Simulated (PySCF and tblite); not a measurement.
Results of a calculation; reference values are marked as such.
System: C₇H₉Cl, numbered as in [CH:1]#[C:2][C@@H:3]([Cl:4])[C@H:5]1[CH2:6][C@H:7]1[CH3:8].

For the rotation about the C3–C5 bond (torsion C2–C3–C5–C6 from 91° to 227°, rising): electronic barrier 8.15 kcal/mol, zero-point change 0.11 kcal/mol, thermal and entropy terms at 200 K a further 0.49 kcal/mol (symmetry numbers apart). The minimum is C1, the saddle C1. Geometries: GFN2-xTB; energies: B3LYP/pcSseg-1 + D3(BJ), IEF-PCM cyclohexane; zero-point and thermal terms from GFN2-xTB harmonic modes (soft modes blended into free rotors). Rates follow Eyring's equation with the number of equivalent paths and no tunnelling. Programs: tblite and PySCF.

Question: How many equivalent paths lead out of the minimum?

Answer: 1: the symmetry number of the minimum is 1, that of the saddle displaced along its mode 1.

Question: Work out the rate at 200 K.

Answer: ΔG‡ = 8.75 kcal/mol; k_B T/h = 4.2×10¹² s⁻¹; exp(−ΔG‡/RT) = 2.7×10⁻¹⁰; times 1 gives k = 1130 s⁻¹. Wigner's tunnelling factor for the 53i cm⁻¹ mode would be 1.01.
